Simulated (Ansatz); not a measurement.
CH6ClNOSi, SMILES `CO[SiH](N)Cl`, relaxed with RKS PBE0-D4/def2-TZVP in Ansatz 0.2.0 from a PBE-D4/def2-SVP geometry. The force threshold is 0.005 eV/Å; the program also tests the step.

Charge 0, multiplicity 1.

Start:

```xyz
11

C    -1.519   -0.981    0.682
O    -0.665    0.131    0.487
Si    0.614    0.201   -0.585
N     1.589    1.586   -0.322
Cl    1.749   -1.526   -0.259
H    -0.943   -1.913    0.880
H    -2.176   -1.162   -0.200
H    -2.170   -0.777    1.557
H     0.153    0.217   -2.010
H     1.373    2.448   -0.827
H     1.994    1.775    0.598
```

Q: By how much does the energy fall, and how many steps does the optimiser take? (Best estimate.)

A: The calculation gave: 7.94 kJ/mol, in 24 steps, 1 of them rejected.

Q: Which bonds change most? (Best estimate.)

A: Ansatz gave: O2–Si3 from 1.671 to 1.631 Å; Si3–Cl5 from 2.092 to 2.059 Å; Si3–N4 from 1.714 to 1.690 Å; C1–H6 from 1.113 to 1.094 Å.

Q: Give the relaxed structure. (Best estimate.)

A: The calculation gave: 
```xyz
11

C    -1.514   -0.972    0.658
O    -0.607    0.105    0.565
Si    0.598    0.196   -0.530
N     1.546    1.583   -0.347
Cl    1.815   -1.443   -0.262
H    -1.004   -1.889    0.969
H    -2.017   -1.157   -0.298
H    -2.268   -0.717    1.403
H     0.034    0.144   -1.896
H     1.216    2.477   -0.673
H     2.201    1.672    0.412
```
